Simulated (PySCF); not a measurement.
C4H12Si2, SMILES CC[SiH2]/C=C/[SiH3]. The structure is a stationary point at B3LYP-D3(BJ)/def2-SVP. The structure was generated by enumeration; whether it is a known compound was not checked. The values are those of a single conformer.

Computed equilibrium geometry at B3LYP-D3(BJ)/def2-SVP (PySCF confirms it by a frequency run) as a Z-matrix (one conformer of several):
```
C
C 1 1.3478
H 2 1.1006 1 118.15
H 1 1.1007 2 117.89 3 179.76
Si 2 1.8765 3 117.53 1 179.93
H 5 1.4919 2 109.11 3 -179.98
H 5 1.4941 6 109.34 4 -121.30
H 5 1.4943 6 109.28 7 -117.36
Si 1 1.8801 4 117.68 2 -179.04
H 9 1.4939 1 108.18 4 -174.30
H 9 1.4966 10 109.08 3 -123.57
C 9 1.8937 10 110.44 11 -119.57
H 12 1.1044 9 107.76 10 -55.79
H 12 1.1047 13 105.97 9 -115.09
C 12 1.5345 13 110.40 14 -119.56
H 15 1.1021 12 111.71 13 59.47
H 15 1.1023 16 107.21 12 122.46
H 15 1.1026 16 107.33 17 114.97
```
